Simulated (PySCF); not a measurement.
Species: BrI3Si.
Bonds: Br1–Si2, Si2–I3, Si2–I4, Si2–I5.

A GFN2-xTB structure was refined with PBE0-D3(BJ)/def2-SVP geometry optimisation, gas phase, def2 core potentials past Kr (PySCF 2.14.0). Its GFN2-xTB values:

```tsv
coordinate	GFN2-xTB
Br1–Si2	2.214 Å
Si2–I3	2.450 Å
Si2–I4	2.478 Å
Br1–Si2–I3	108.2°
I3–Si2–I4	109.2°
```

Question: How do these coordinates change at the PBE0-D3(BJ)/def2-SVP level?

Answer: 
```tsv
coordinate	PBE0-D3(BJ)/def2-SVP (Å or °)	change
Si2–I4	2.435	-0.043
Si2–I3	2.435	-0.015
Br1–Si2	2.213	-0.001
Br1–Si2–I3	109.2	+1.0
I3–Si2–I4	109.7	+0.5
```

The energy falls by 2.3 kJ/mol over 6 energy and gradient evaluations, the largest force component goes from 0.0089 to 1.1e-04 Eh/bohr, and the atoms move by 0.030 Å rms after alignment. The bond that changes most is Si2–I4 (ends: four-coordinate silicon; iodine bonded to Si), which shortens by 0.043 Å. Bonds longer at the end by more than 0.005 Å: 0 of 4; shorter: 3. Rotational constants go from 312.1, 307.1, 244.5 to 316.0, 314.9, 250.7 MHz.

The run used 128 basis functions and 49 SCF cycles in all.

No frequency check.
